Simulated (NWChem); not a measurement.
A series in which one site is exchanged, each optimised at PBE0/def2-SVP with NWChem, gas phase unless a solvent is named. For some, no frequency run checked for a minimum. def2 effective core potentials on Cd, Te; no spin-orbit coupling.

A: [F][Cd][SiH3] (CdSiH3F; site = Cd)
B: [F][Be][SiH3] (BeSiH$_{3}$F; site = Be)
C: [SiH3][Zn][F] (ZnSiH$_{3}$F; site = Zn)
D: F[Te][SiH3] (SiH$_{3}$TeF; site = Te)

Question: Rank them by orbital gap (eV), PBE0/def2-SVP, lowest first.

Answer: D (4.04), A (7.35), B (7.66), C (7.87)
